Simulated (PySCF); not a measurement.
A PySCF script (with the pyscf-properties extension) for the NMR shieldings of SMILES FP(F)P(P(F)F)P(F)F, F$_{6}$P$_{4}$, on a GFN2-xTB geometry:

```python
import basis_set_exchange as bse
import numpy as np
from pyscf import gto, dft
from pyscf.prop import nmr

atoms = """
F    -2.374488    1.235430   -0.068349
P    -0.789903    1.528635   -0.080881
F    -0.836030    2.338631   -1.463861
P    -0.146563   -0.441005   -0.843773
P    -0.673563   -0.998258    1.226362
F    -2.012650   -1.830723    0.936314
F     0.256463   -2.310558    1.328648
P     1.704297    0.178201    0.188266
F     2.189352    1.268257   -0.895080
F     2.691966   -0.963957   -0.350175
"""
names = dict.fromkeys(["F", "P"], "pcSseg-1")
basis = {el: gto.basis.parse(bse.get_basis(n, elements=[el], fmt="nwchem")) for el, n in names.items()}
mol = gto.M(atom=atoms, basis=basis, charge=0, verbose=0)
mf = dft.RKS(mol, xc="PBE0")
mf.grids.level = 2
mf.grids.alignment = dft.numint.BLKSIZE   # the property module wants whole blocks of grid points
mf.conv_tol = 1e-9
mf.kernel()

calc = nmr.RKS(mf)   # GIAO
C = mf.mo_coeff
Co = C[:, mf.mo_occ > 0]
resp = mf.gen_response(singlet=True, hermi=2)
def vind(x):   # induced exchange potential for any number of trial vectors
    d = np.einsum("pi,xij,qj->xpq", C, 2 * x.reshape(-1, C.shape[1], Co.shape[1]), Co, optimize=True)
    return np.einsum("xpq,pi,qj->xij", resp(d - d.transpose(0, 2, 1)), C, Co, optimize=True).ravel()
mo1, _ = nmr.rhf.solve_mo1(calc, with_cphf=vind)
sigma = calc.kernel(mo1)
for i, s in enumerate(sigma):   # ppm
    print("%2d %-2s %9.2f" % (i, mol.atom_pure_symbol(i), np.trace(s) / 3))
```

**Question.** What are the results?

**Answer.** 
```
 0 F     295.06
 1 P       8.78
 2 F     297.16
 3 P     286.86
 4 P       8.93
 5 F     297.36
 6 F     295.26
 7 P       8.92
 8 F     295.37
 9 F     297.08
```

These numbers come from an equivalent density-fitted implementation of the same equations, which agrees with the script to about 0.01 ppm for H and up to a few tenths of a ppm for heavy atoms, so last digits may differ.

**Question.** Turn these shieldings into chemical shifts. References, each an isolated molecule treated in the same way: CFCl3 for $^{19}$F (170.95 ppm); H3PO4 for $^{31}$P (318.38 ppm).

**Answer.** Averaging equivalent atoms: F 0/2/5/6/8/9: -125.3; P 1/4/7: 309.5; P 3: 31.5 ppm. Unscaled 19F shifts against computed CFCl3 carry errors that often reach 10 to 50 ppm. Experimental scales use liquid or dissolved standards, which lie at an offset from isolated H3PO4.

Size and cost of the density-fitted run: 198 basis functions, 31 s wall time on 1 thread of an x86-64 server CPU, shared host.
